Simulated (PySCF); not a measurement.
`[Cl+]1[GaH2-][Cl+][GaH2-]1`. Method used: PBE0-D3(BJ)/def2-SVP geometry optimisation, gas phase in PySCF.

```
atom  x, y, z in Å
Cl1    0.0686    0.0707   -1.6268
Ga2    1.7556    0.1407    0.0379
Cl3    0.0612    0.0734    1.7041
Ga4   -1.6252    0.0016    0.0396
H5     2.4247   -1.2615    0.0425
H6     2.3055    1.5940    0.0407
H7    -2.1755   -1.4515    0.0368
H8    -2.2982    1.4020    0.0353
```

Task: What is the longest distance between nuclei?

Result: H5···H8 and H6···H7, 5.422 Å down to 5.418 Å.

Task: Work out the bond lengths Cl1–Ga4, Ga2–Cl3, Ga2–H5, Ga2–H6, Ga4–H7, Ga4–H8 in Å.

Result: For Cl1–Ga4 the difference vector is (-1.6938, -0.0691, 1.6664) Å, of length 2.3771 Å. Cl1–Ga4 2.377; Ga2–Cl3 2.377; Ga2–H5 1.554; Ga2–H6 1.554; Ga4–H7 1.554; Ga4–H8 1.554 Å.

Task: Give the dihedral angles Ga4–Cl1–Ga2–Cl3, Ga2–Cl3–Ga4–H7, H5–Ga2–Cl3–Ga4.

Result: Ga4–Cl1–Ga2–Cl3 0° (synperiplanar); Ga2–Cl3–Ga4–H7 107° (anticlinal); H5–Ga2–Cl3–Ga4 -107° (anticlinal). Dihedral signs follow IUPAC: positive where, seen along the central bond, the front bond turns clockwise onto the rear one.

Task: What are the angles Ga2–Cl1–Ga4, Cl3–Ga2–H5, H5–Ga2–H6, Cl1–Ga2–H6, Ga2–Cl3–Ga4, Cl1–Ga4–H7?

Result: From the scalar product of the two bond vectors; for Ga2–Cl1–Ga4 it is -0.0882 Å² over 2.3711 × 2.3771 Å², cos θ = -0.0157. Ga2–Cl1–Ga4 90.9°; Cl3–Ga2–H5 106.2°; H5–Ga2–H6 133.8°; Cl1–Ga2–H6 106.3°; Ga2–Cl3–Ga4 90.9°; Cl1–Ga4–H7 106.2°.

Task: How far apart are these pairs, which share no bond: Cl1···H6, Ga2···Ga4, Ga2···H8, Cl3···H7, Ga4···H5, H5···H7?

Result: Cl1···H6 3.179 Å (2 bonds apart); Ga2···Ga4 3.384 Å (2 bonds apart); Ga2···H8 4.245 Å (3 bonds apart); Cl3···H7 3.179 Å (2 bonds apart); Ga4···H5 4.242 Å (3 bonds apart); H5···H7 4.604 Å (4 bonds apart).

Task: What is the repulsion energy of the bare nuclei, Σ ZA·ZB/RAB?

Result: 747.20 Eh over 28 pairs, with full nuclear charges and distances in bohr; the largest single term is 150.29 Eh (Ga2 with Ga4).

Task: Where is the centre of mass (commonest isotopes), and what is the radius of gyration?

Result: Mass 211.820 u; centre at (0.065, 0.071, 0.039) Å; Rg = √(Σ m r²/M) = 1.708 Å. As Ia + Ib + Ic = 2 Σ m r², the three principal moments sum to 1236.3 u·Å².

Task: Write the matrix of distances between heavy atoms (Å, lower triangle).

Result: 
```
Cl1   0.000
Ga2   2.371  0.000
Cl3   3.331  2.377  0.000
Ga4   2.377  3.384  2.371  0.000
```

The point group is D2h within 0.08 Å; differences among equivalent distances and angles are scatter left by the optimiser. PBE0-D3(BJ)/def2-SVP frequencies: not computed here.
